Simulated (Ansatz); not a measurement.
C4H6BF, SMILES C(#C)B(F)CC.

Geometry optimised at PBE-D3(BJ)/def2-SVP. The structure was generated by enumeration, and PubChem lists no compound with its InChIKey, so it may never have been made. The values are those of a single conformer.

Two levels are set side by side: PBE/def2-TZVPD (Ansatz, a first-principles code) and CAM-B3LYP/def2-TZVPD (Ansatz). Energy differences of separate SCF runs at the same geometry; the states with an electron removed or added have multiplicity 2 and 2. Differences are taken from unrounded values.

| quantity | CAM-B3LYP |
|---|---|
| vertical ionisation energy (eV) | 10.71 |
| vertical singlet–triplet gap (eV) | 4.39 |

What does PBE give, and how far is it from CAM-B3LYP? (The exact figures need the calculation; the answer reports its results.)


| quantity | PBE | PBE minus CAM-B3LYP |
|---|---|---|
| vertical ionisation energy (eV) | 10.13 | -0.58 |
| vertical singlet–triplet gap (eV) | 4.35 | -0.04 |
